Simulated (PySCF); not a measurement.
**Cost of response and excited-state runs on SMILES C1(=C(/C=C)C)/CCCC1=C, C₁₀H₁₄**

Molfile (atoms numbered from 1):
```
C10H14
     RDKit          3D

 24 24  0  0  0  0  0  0  0  0999 V2000
    3.4812   -0.3094    0.4109 C   0  0  0  0  0  0  0  0  0  0  0  0
    2.2002   -0.6462    0.2821 C   0  0  0  0  0  0  0  0  0  0  0  0
    1.1149    0.2487   -0.0875 C   0  0  0  0  0  0  0  0  0  0  0  0
    1.4947    1.5801   -0.6677 C   0  0  0  0  0  0  0  0  0  0  0  0
   -0.1695   -0.1424    0.0641 C   0  0  0  0  0  0  0  0  0  0  0  0
   -0.5871   -1.5317    0.5013 C   0  0  0  0  0  0  0  0  0  0  0  0
   -2.1185   -1.5008    0.5409 C   0  0  0  0  0  0  0  0  0  0  0  0
   -2.4870   -0.3974   -0.4482 C   0  0  0  0  0  0  0  0  0  0  0  0
   -1.3845    0.6090   -0.2407 C   0  0  0  0  0  0  0  0  0  0  0  0
   -1.5875    1.9234   -0.2262 C   0  0  0  0  0  0  0  0  0  0  0  0
    3.8435    0.6922    0.2564 H   0  0  0  0  0  0  0  0  0  0  0  0
    4.2219   -1.0371    0.6967 H   0  0  0  0  0  0  0  0  0  0  0  0
    1.9207   -1.6707    0.4841 H   0  0  0  0  0  0  0  0  0  0  0  0
    1.6489    2.3217    0.1163 H   0  0  0  0  0  0  0  0  0  0  0  0
    0.7184    1.9393   -1.3383 H   0  0  0  0  0  0  0  0  0  0  0  0
    2.4203    1.4865   -1.2313 H   0  0  0  0  0  0  0  0  0  0  0  0
   -0.2423   -2.2651   -0.2332 H   0  0  0  0  0  0  0  0  0  0  0  0
   -0.1661   -1.8007    1.4709 H   0  0  0  0  0  0  0  0  0  0  0  0
   -2.4602   -1.2217    1.5393 H   0  0  0  0  0  0  0  0  0  0  0  0
   -2.5602   -2.4629    0.2838 H   0  0  0  0  0  0  0  0  0  0  0  0
   -2.4446   -0.7791   -1.4725 H   0  0  0  0  0  0  0  0  0  0  0  0
   -3.4783    0.0190   -0.2764 H   0  0  0  0  0  0  0  0  0  0  0  0
   -2.5652    2.3261   -0.4360 H   0  0  0  0  0  0  0  0  0  0  0  0
   -0.8256    2.6391    0.0189 H   0  0  0  0  0  0  0  0  0  0  0  0
  1  2  2  0
  2  3  1  0
  3  4  1  0
  3  5  2  0
  5  6  1  0
  6  7  1  0
  7  8  1  0
  8  9  1  0
  9 10  2  0
  9  5  1  0
  1 11  1  0
  1 12  1  0
  2 13  1  0
  4 14  1  0
  4 15  1  0
  4 16  1  0
  6 17  1  0
  6 18  1  0
  7 19  1  0
  7 20  1  0
  8 21  1  0
  8 22  1  0
 10 23  1  0
 10 24  1  0
M  END
```

PySCF with density fitting, on 1 thread of an Arm Neoverse V1, shared host. Command: `OMP_NUM_THREADS=1 python excited_run.py task.json out`

(1) How long does this run take, and how much memory?
- excited states, PBE0/def2-SVP; Tamm-Dancoff; spin-orbit couplings; 6 states; 5 triplets; quadratic response for 4 states

## Answers

(1) 
| run | level | basis functions | wall time | peak memory (GiB) |
| --- | --- | --- | --- | --- |
| excited states | PBE0/def2-SVP | 210 | 59 s | 0.96 |

Times from a shared host are rough.
